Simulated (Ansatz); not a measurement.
Basis sets compared for Rb3Cl4. Charge 0, multiplicity 2. Geometry PBE0-D4/def2-SVP. Ansatz on 4 threads of Intel Xeon Platinum 8488C on a shared host; times are rough, and most runs start from earlier orbitals.

```xyz
7

Rb    1.691    0.512   -0.827
Rb   -2.266   -0.905   -2.143
Rb    0.021    0.237    3.239
Cl    0.266   -0.163   -3.475
Cl   -0.752   -1.597    0.658
Cl    2.622    1.012    2.068
Cl   -1.580    0.904    0.480
```

In the def2 sets Rb takes a core potential; there is no spin–orbit coupling. In the doublet, Cl5 and Cl7 lie 2.64 Å apart (atoms count from 1), so these atoms are partly bonded to each other. Another isomer (doublet) lies 0.03 eV lower at PBE0-D4/def2-TZVP; other spin states weren't run for this one.

Binding counts from free atoms (Rb doublet, Cl doublet) in the same basis, without a counterpoise term.

```
           level  functions  energy (Eh)  HOMO (eV)  LUMO (eV)  binding per atom (eV)  wall time
 PBE-D4/def2-SVP        144   -1912.0884      -5.11      -4.99                   2.55      4.7 s
PBE0-D4/def2-SVP        144   -1912.2430      -6.25      -4.31                   2.50      4.4 s
```

(1) Estimate the rows for PBE-D4/def2-TZVP (with forces), PBE0-D4/def2-TZVP.

Answers

(1) 
```csv
level,functions,energy (Eh),HOMO (eV),LUMO (eV),binding per atom (eV),wall time
PBE-D4/def2-TZVP (with forces),247,-1912.7104,-5.24,-5.16,2.45,17 s
PBE0-D4/def2-TZVP,247,-1912.8570,-6.48,-4.35,2.42,16 s
```
